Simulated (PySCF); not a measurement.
C2H6ClNSn, neutral, multiplicity 1. Atoms are numbered in the order given.

```xyz
11

Sn     0.7383     0.3127     0.0000
Cl    -1.0931     1.8858     0.0000
N     -0.4245    -1.3711     0.0000
C      0.2244    -2.6562     0.0000
C     -1.8609    -1.4469     0.0000
H     -0.0480    -3.2571    -0.8900
H     -0.0480    -3.2571     0.8900
H      1.3229    -2.5481     0.0000
H     -2.2362    -1.9889     0.8904
H     -2.2362    -1.9889    -0.8904
H     -2.2988    -0.4391     0.0000
```

The structure is a stationary point at PBE0-D3(BJ)/def2-SVP. The structure was generated by enumeration; whether it is a known compound was not checked. The def2 effective core potentials stand for the cores of Sn; spin–orbit coupling is left out. One conformer was computed; it need not be the lowest.

The numbers are results of PySCF with TDA-LC-ωPBE/def2-SVPD, not measurements.

Vertical excitations. The molecule is in vacuum. State labels are in the subgroup Cs.

Computed lowest excited states:
```tsv
state	symmetry	energy (eV)	λ (nm)	f	main pairs
S1	A"	4.52	274	0.079	HOMO−1→LUMO 97 %
S2	A'	4.59	270	0.147	HOMO→LUMO 93 %
S3	A"	5.62	220	0.000	HOMO→LUMO+1 91 %
S4	A"	6.07	204	0.004	HOMO−2→LUMO 96 %
S5	A'	6.30	197	0.131	HOMO−1→LUMO+1 53 %, HOMO−3→LUMO 40 %
S6	A"	6.53	190	0.000	HOMO−4→LUMO 80 %, HOMO→LUMO+3 12 %
S7	A"	6.56	189	0.006	HOMO→LUMO+3 70 %, HOMO−4→LUMO 14 %
S8	A'	6.69	185	0.257	HOMO−3→LUMO 51 %, HOMO−1→LUMO+1 35 %
S9	A"	6.97	178	0.011	HOMO→LUMO+2 66 %, HOMO→LUMO+4 21 %
S10	A'	7.38	168	0.344	HOMO−1→LUMO+2 45 %, HOMO−1→LUMO+3 24 %, HOMO−2→LUMO+1 18 %
T1	A'	3.06	405	0	HOMO→LUMO 94 %
T2	A"	3.10	400	0	HOMO−1→LUMO 94 %
T3	A'	4.86	255	0	HOMO−1→LUMO+1 83 %
T4	A"	5.48	226	0	HOMO→LUMO+1 84 %
```
Triplets are in the Tamm–Dancoff approximation.
